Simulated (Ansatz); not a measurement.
A run of Ansatz (development build ahead of 0.2.0) on triplet CFV at this shape:

```xyz
3

V     0.0000    0.0000    0.0000
C     0.0000    3.3709    0.0000
F     0.0000   -3.0912    0.0000
```

Its results:

```json
{
  "Converged": "yes",
  "Total energy": "-1081.54440 hartree",
  "Spin squared of the determinant": "4.179",
  "Stability test": "minimum"
}
```

Task: Which input gives this output? Name the method, the orbitals and the basis set, and write the input.

Result: r²SCAN (unrestricted) in pcseg-2.

```yaml
crystal:
  periodic: [false, false, false]
  atoms:
    - { symbol: V, position_ang: [0.0, 0.0, 0.0] }
    - { symbol: C, position_ang: [0.0, 3.3709, 0.0] }
    - { symbol: F, position_ang: [0.0, -3.0912, 0.0] }
basis:
  gaussian: { orbitals: pcseg-2 }
magnetization:
  spin_polarized: true
  initial_magnetization: 2
hamiltonian:
  xc: r2scan
```

Caution: other spin multiplicities were not run; the unrestricted determinant is a mixture of spin states.
